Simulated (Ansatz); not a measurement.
The input (input.yaml):

```yaml
crystal:
  periodic: [false, false, false]
  atoms:
    - { symbol: Ge, position_ang: [-0.111295, 0.715225, 0.824387] }
    - { symbol: Br, position_ang: [-0.564925, -1.720703, -1.919145] }
    - { symbol: S, position_ang: [1.884157, 0.34105, 0.486879] }
    - { symbol: H, position_ang: [0.681612, -1.130239, -1.371093] }
    - { symbol: H, position_ang: [-0.964345, 1.711803, -0.010598] }
    - { symbol: H, position_ang: [-0.925204, 0.082964, 1.989569] }
basis:
  gaussian: { orbitals: def2-SVP }
hamiltonian:
  xc: pbe
  dispersion: d4
relax:
  f_tol: 0.03
  max_steps: 50
output:
  orbitals: {}
```

Run as:

```bash
$ ansatz run input.yaml --threads 2 --pin off --max-ram 3072MiB --backend cpu --events-out ev --progress --plain --runs-dir out
```

Hardware: 2 threads of AMD EPYC 9R45 96-Core Processor (Zen 5), with other jobs on the host.

Roughly how long does this run take, and how much memory?

6.9 s, with a peak of 0.16 GiB, for 12 ionic steps.
